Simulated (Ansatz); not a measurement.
A made-up structure of CH$_{4}$SeSi, singlet:

| atom | x (Å) | y (Å) | z (Å) |
| --- | --- | --- | --- |
| Si1 | -0.9963 | 0.5253 | -0.6134 |
| C2 | 0.2470 | 0.1277 | 0.4875 |
| Se3 | 0.9749 | -1.6179 | 0.5824 |
| H4 | -1.4876 | -0.4438 | -1.6124 |
| H5 | 0.5291 | -3.0568 | 0.4782 |
| H6 | 0.5960 | 0.8341 | 1.2329 |
| H7 | 2.3925 | -1.2337 | 0.4504 |

It is relaxed with PBE-D4/def2-SVP and then PBE0-D4/def2-TZVP (Ansatz 0.2.0). Atoms count as bonded within 1.22 times the sum of their covalent radii (H–H: 0.88 Å). The end point is not checked to be a true minimum.

(1) Does its bonding change? (Judge from chemistry; the calculation decides.)

Results:

(1) The calculation gives: No: no bond forms or breaks.

Where it ends: The first stage lowers the energy by 2.22 eV in 19 steps. It ends as CH₄SeSi ([SiH][CH][SeH2]):
```csv
atom,x (Å),y (Å),z (Å)
Si1,-1.0460,0.4513,-0.6625
C2,0.1987,0.1506,0.5747
Se3,1.0289,-1.4768,0.9417
H4,-0.9616,-0.9740,-1.2574
H5,0.2841,-2.2978,-0.0323
H6,0.4896,0.8462,1.3591
H7,2.2618,-1.5648,0.0823
```

Labels in which every atom is bracketed show which atoms are joined, not bond orders.

For scale, one of the runs: PBE0-D4/def2-TZVP relaxation, 140 basis functions, launched by `ansatz run in.yaml --threads 2 --pin off --events-out ev --progress --plain --max-ram 4352MiB`. The run took about 35 s on 2 CPU threads of an Arm Neoverse V1 (shared host).
